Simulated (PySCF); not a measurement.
C2H6ClFSi2, SMILES [SiH3][Si@H](Cl)C(=C)F.

Coordinates come from a PBE-D3(BJ)/def2-SVP optimisation. The structure was generated by enumeration; whether it is a known compound was not checked. The values are those of a single conformer.

Computed with PBE-D3(BJ)/def2-SVP run with PySCF.

Frequencies are harmonic and unscaled.

Computed harmonic wavenumbers and intensities:
| mode | ν (cm⁻¹) | IR (km/mol) | moving atoms (share of kinetic energy) |
|---|---|---|---|
| 1 | 43 | 1.1 | F 45 %, C 24 %, H 15 %, Si 12 % |
| 2 | 79 | 0.1 | Si 36 %, H 20 %, C 18 %, F 14 %, Cl 12 % |
| 3 | 99 | 0.0 | H 91 % |
| 4 | 121 | 3.7 | Si 41 %, Cl 37 %, H 12 % |
| 5 | 141 | 3.6 | C 28 %, Si 28 %, Cl 24 %, H 16 % |
| 6 | 268 | 0.7 | F 45 %, C 23 %, Cl 20 % |
| 7 | 346 | 8.1 | Si 41 %, C 23 %, H 20 %, F 13 % |
| 8 | 376 | 13.6 | H 50 %, C 41 % |
| 9 | 416 | 11.4 | Si 46 %, H 32 %, F 9 % |
| 10 | 487 | 16.8 | H 69 %, Si 23 % |
| 11 | 524 | 6.4 | H 52 %, Si 27 %, C 15 % |
| 12 | 548 | 48.7 | Si 52 %, Cl 26 %, H 15 % |
| 13 | 636 | 5.0 | C 38 %, Si 26 %, H 25 %, F 10 % |
| 14 | 727 | 95.7 | H 78 %, C 14 % |
| 15 | 736 | 137.4 | H 90 % |
| 16 | 753 | 81.8 | H 89 %, Si 9 % |
| 17 | 830 | 97.5 | H 88 %, Si 11 % |
| 18 | 852 | 42.6 | H 72 %, C 28 % |
| 19 | 898 | 25.8 | H 97 % |
| 20 | 898 | 35.4 | H 96 % |
| 21 | 907 | 44.6 | H 44 %, F 29 %, C 27 % |
| 22 | 1171 | 64.1 | C 70 %, F 15 %, H 15 % |
| 23 | 1316 | 8.6 | H 87 %, C 13 % |
| 24 | 1649 | 29.9 | C 92 % |
| 25 | 2156 | 58.4 | H 99 % |
| 26 | 2163 | 44.4 | H 97 % |
| 27 | 2175 | 67.6 | H 96 % |
| 28 | 2180 | 90.9 | H 96 % |
| 29 | 3091 | 1.1 | H 95 % |
| 30 | 3202 | 0.2 | H 89 %, C 11 % |
